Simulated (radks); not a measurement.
The numbers below are computed, except where a source is named.
Problem. All-electron atom: Ca2+ in [Ne] 3s1.5 3p6 4p0.5 (fractional occupations, a model configuration). Level of theory: non-relativistic Kohn-Sham, PBE, spin-polarised, spherical densities, point nucleus; open shells are filled with parallel spins first (a radial shooting solver on a logarithmic mesh with Libxc functionals). Some entries of the table are withheld. Estimate them.

orbital  occ.  eigenvalue (hartree)  <r^2> (bohr^2)  <r> (bohr)
1s up       1             -145.1577        0.008038     0.07737
1s down     1             -145.1503        0.008038     0.07737
2s up       1             -15.88492          0.1591      0.3666
2s down     1             -15.87777          0.1591      0.3666
2p up       3             -13.08568          0.1334      0.3285
2p down     3             -13.07810          0.1334      0.3285
3s up       1                   (1)           1.502       1.143
3s down   0.5                   (2)           1.508       1.145
3p up       3              -1.75523           1.780       1.233
3p down     3              -1.72713           1.788       1.236
3d up       0              -0.73301           3.168       1.592
3d down     0              -0.70811           3.146       1.590
4s up       0              -0.60986           11.31       3.167
4p up     0.5              -0.46699           15.29       3.679

Solution. 
(1) 3s up eigenvalue (hartree): -2.45241
(2) 3s down eigenvalue (hartree): -2.42248
